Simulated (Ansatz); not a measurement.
Cost and result for the atomization energy of C$_{3}$H$_{11}$AlS (`[CH3][Al-]([CH3])([CH3])[SH2+]`) (16 atoms, 15 bonds).

```tsv
atom	x (Å)	y (Å)	z (Å)
C1	-1.442	-1.174	0.512
Al2	-0.163	0.251	0.033
C3	0.668	1.287	1.491
C4	-0.310	1.071	-1.755
S5	1.908	-1.225	-0.493
H6	-2.414	-0.739	0.774
H7	-1.122	-1.759	1.381
H8	-1.629	-1.874	-0.309
H9	0.961	0.666	2.344
H10	1.552	1.845	1.166
H11	-0.043	2.027	1.878
H12	0.588	1.626	-2.043
H13	-1.139	1.789	-1.772
H14	-0.519	0.342	-2.545
H15	1.832	-2.004	0.599
H16	1.273	-2.128	-1.259
```

Total charge 0; spin multiplicity 1. The geometry is a stationary point of PBE0-D4/def2-TZVP. It is one conformer, not always the lowest. Program: Ansatz. All runs use 4 threads of an Arm Neoverse V2 on a shared host. Times are those of one run each, without the atoms' runs, and a repeat can differ threefold. Electronic energies, without spin–orbit coupling; frozen cores. CCSD(T)/CBS adds CCSD(T) − MP2 in def2-TZVPP to the MP2 limit, and its time is that of the two runs behind it. T1 = 0.010. HSE06 is the plane-wave form, built on full-range PBE exchange.

CCSD(T)/CBS is a level of theory with its own doubt, some kJ/mol a heavy atom from the limit and from the frozen cores, so smaller differences don't rank the functionals.

```tsv
level	functions	wall time	atomization (kJ/mol)	difference from CCSD(T)/CBS	per bond
BLYP-D4/def2-TZVPP	331	3.6 s	5487.4	-51.1	-3.4
PBE0-D4/def2-TZVPP	331	6 s	5529.1	-9.4	-0.6
HSE06-D4/def2-TZVPP	331	6.5 s	5531.9	-6.6	-0.4
BHLYP-D4/def2-TZVPP	331	6.5 s	5432.8	-105.7	-7.0
CAM-B3LYP-D4/def2-TZVPP	331	7 s	5547.5	9.0	0.6
r2SCANh-D4/def2-TZVPP	331	10 s	5531.6	-6.9	-0.5
B2PLYP/def2-TZVPP	331	11 s	5466.0	-72.5	-4.8
CCSD(T)/def2-SVP	133	13 s	5270.0	-268.5	-17.9
B97M-V/def2-TZVPP	331	16 s	5560.7	22.2	1.5
ωB97M-V/def2-TZVPP (with forces)	331	21 s	5555.1	16.6	1.1
MP2/def2-QZVPP	641	52 s	5500.3	-38.2	-2.5
CCSD(T)/def2-TZVPP	331	24 min	5418.3	-120.2	-8.0
CCSD(T)/CBS(def2)	–	25 min	5538.5	0.0	0.0
```

From BLYP to BHLYP (50 % exact exchange), in def2-TZVPP and without D4, the atomization energy moves by −27.6 kJ/mol: exact exchange takes away binding that semilocal exchange gives to molecules. Leaving LDA and LC-ωPBE aside and taking each functional with its dispersion term where it has one, the values, not all of them listed here, spread over 140.1 kJ/mol, from BHLYP-D4 to PBE-D4. LDA lies +648.6 kJ/mol from PBE without D4, its usual overbinding. In def2-TZVPP, CCSD(T) changes the Hartree–Fock value by +1237.4 kJ/mol (the triples alone add +59.4 kJ/mol) and MP2 by +1249.0 kJ/mol; breaking electron pairs costs correlation energy, which Hartree–Fock lacks.
